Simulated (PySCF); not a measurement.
PySCF input file for Y(F)3 cation (F3Y), SMILES [F][Y]([F])[F] (connectivity only; charge and spin as stated), charge +1, multiplicity 2, IEF-PCM-B3LYP/def2-SVP. Geometry optimised at PBE-D3(BJ)/def2-TZVP. The spin state was assumed, not searched. The isomer is the one that the SMILES or the coordinates give; other isomers of the formula were not compared. The def2 effective core potentials stand for the cores of Y; spin–orbit coupling is left out.

```python
import numpy as np
from pyscf import gto, scf, dft
from pyscf.solvent import pcm

mol = gto.M(
    atom='''
    Y    -0.00000000    0.00000000    0.33599023
    F     1.61327462    0.93142454   -0.48531922
    F     0.00000001   -1.86284907   -0.48531922
    F    -1.61327462    0.93142453   -0.48531923
    ''',
    basis='def2-SVP',
    ecp={'Y': 'def2-svp'},
    charge=1,
    spin=1,
    max_memory=1600,
    verbose=3,
)
mf = dft.UKS(mol, xc='b3lyp').density_fit(auxbasis='def2-universal-jkfit')
mf.grids.level = 3
mf.conv_tol = 1e-9
mf.max_cycle = 100
mf.kernel()
fine, coarse = mf.grids, dft.Grids(mol).set(level=1).build(with_non0tab=True)
for _ in range(3):  # follow internal instabilities
    mf.grids = coarse
    mo, _, stable, _ = mf.stability(return_status=True, nroots=4)
    mf.grids = fine
    if stable:
        break
    mf.kernel(mf.make_rdm1(mo, mf.mo_occ))
res = {}
for name, eps in {'water': 78.355, 'dimethylsulfoxide': 46.826, 'diethylether': 4.24}.items():
    s = mf.PCM()
    s.with_solvent.method, s.with_solvent.eps, s.with_solvent.lebedev_order = 'IEF-PCM', eps, 29
    s.kernel(mf.make_rdm1())
    res[name] = (s.e_tot, eps, s.dip_moment(), s.mo_energy, s.converged)
    print(f'{name}: electrostatic solvation free energy {(s.e_tot - mf.e_tot) * 627.509474:.3f} kcal/mol')
```

Program output:

```

WARN: HOMO -0.734505114376732 >= LUMO -0.73450511437673

converged SCF energy = -337.424205414773  <S^2> = 0.76275037  2S+1 = 2.01271
<class 'pyscf.df.df_jk.DFUKS'> wavefunction is stable in the internal stability analysis

WARN: PCM is an experimental feature. It is still in testing.
Features and APIs may be changed in the future.

converged SCF energy = -337.562627667337  <S^2> = 0.76078814  2S+1 = 2.0107592

WARN: System has nonzero charge 1; the dipole moment is origin-dependent.
Location of origin: [0. 0. 0.]

Dipole moment(X, Y, Z, Debye): -0.00104,  0.00303,  6.35610
water: electrostatic solvation free energy -86.861 kcal/mol

WARN: PCM is an experimental feature. It is still in testing.
Features and APIs may be changed in the future.

converged SCF energy = -337.561228151934  <S^2> = 0.76081175  2S+1 = 2.0107827

WARN: System has nonzero charge 1; the dipole moment is origin-dependent.
Location of origin: [0. 0. 0.]

Dipole moment(X, Y, Z, Debye): -0.00011,  0.00330,  6.34580
dimethylsulfoxide: electrostatic solvation free energy -85.983 kcal/mol

WARN: PCM is an experimental feature. It is still in testing.
Features and APIs may be changed in the future.

converged SCF energy = -337.52775956025  <S^2> = 0.76135565  2S+1 = 2.0113236

WARN: System has nonzero charge 1; the dipole moment is origin-dependent.
Location of origin: [0. 0. 0.]

Dipole moment(X, Y, Z, Debye):  0.00000,  0.00659,  6.11625
diethylether: electrostatic solvation free energy -64.981 kcal/mol
```

The calculation finished and met its thresholds.
